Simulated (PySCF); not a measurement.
**Two-component Hartree-Fock for O (oxygen, neutral)**

Start: [He] 2s2 2p4; 2p1/2 filled at m_j = -1/2, +1/2; 2p3/2 filled at m_j = +1/2, +3/2. Calculated with PySCF 2.14 in x2c-SVPall-2c: generalised Hartree-Fock with the X2C-1e Hamiltonian and a Gaussian nucleus; one run each with spin-orbit coupling (SO) switched off, then screened by Boettger's factors.

| spinor shell | electrons | ε, spin-free (eV) | ε, screened SO (eV) | weight of nominal j (screened SO) | rms radius, screened SO (bohr) |
| --- | --- | --- | --- | --- | --- |
| 1s1/2 | 2 | -562.49 | -562.49 | 1.000 | 0.230 |
| 2s1/2 | 2 | -33.139 | -33.137 | 1.000 | 1.27 |
| 2p3/2 | 2 | -17.175 | -18.462 | 0.832 | 1.36 |
| 2p1/2 | 2 | -17.175 | -15.890 | 0.669 | 1.40 |

| quantity | spin-free | screened SO |
| --- | --- | --- |
| E (hartree) | -74.76937 | -74.76972 |
| M_J | 2 | 2 |
| ⟨J²⟩ | 6.007 | 6.007 |
| ⟨L²⟩ | 2.002 | 2.002 |
| ⟨S²⟩ | 2.005 | 2.005 |

Each row is a mean over spinors that exchange with the open shell spreads, by up to 9.187 eV (2s1/2).

Rows whose weight is well below 1 are mixtures of j = l ± 1/2: exchange outweighs spin-orbit coupling there, and the label is only the starting occupation.

Without spin-orbit coupling the j labels of p, d and f shells carry no meaning; the spin-free column gives the mean over the occupied spinors of each nl shell.
